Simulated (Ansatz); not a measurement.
Program: Ansatz 0.2.0.

BrClFHHfO (`[OH][Hf]([F])([Cl])[Br]`) at its PBE0-D4/def2-TZVP geometry, where that method's forces vanish. Total charge 0; spin multiplicity 1. Hf: def2 effective core potential.

| atom | x (Å) | y (Å) | z (Å) |
| --- | --- | --- | --- |
| O1 | -0.383 | -0.470 | -1.344 |
| Hf2 | 0.056 | 0.202 | 0.362 |
| F3 | -1.185 | 1.556 | 0.821 |
| Cl4 | 2.205 | 1.132 | 0.314 |
| Br5 | -0.070 | -1.635 | 2.056 |
| H6 | -0.622 | -0.784 | -2.210 |

(1) For each bond, give half the difference of the two atoms' forces along it (eV/Å; positive pushes the atoms apart) under PBE-D4, r2SCAN-D4, B3LYP-D4, ωB97M-V in def2-TZVPP. (An estimate is asked.)

## Answers

(1) The calculation gave: 
| bond | length (Å) | PBE-D4 | r2SCAN-D4 | B3LYP-D4 | ωB97M-V |
| --- | --- | --- | --- | --- | --- |
| O1–Hf2 | 1.886 | 0.04 | 0.12 | 0.17 | 0.11 |
| O1–H6 | 0.952 | 0.27 | -0.05 | -0.12 | -0.10 |
| Hf2–F3 | 1.893 | 0.23 | 0.02 | 0.14 | 0.02 |
| Hf2–Cl4 | 2.342 | 0.04 | 0.05 | 0.13 | 0.08 |
| Hf2–Br5 | 2.502 | 0.01 | 0.02 | 0.09 | 0.02 |

B3LYP here is the variant with VWN-RPA as its local correlation; programs differ in this.
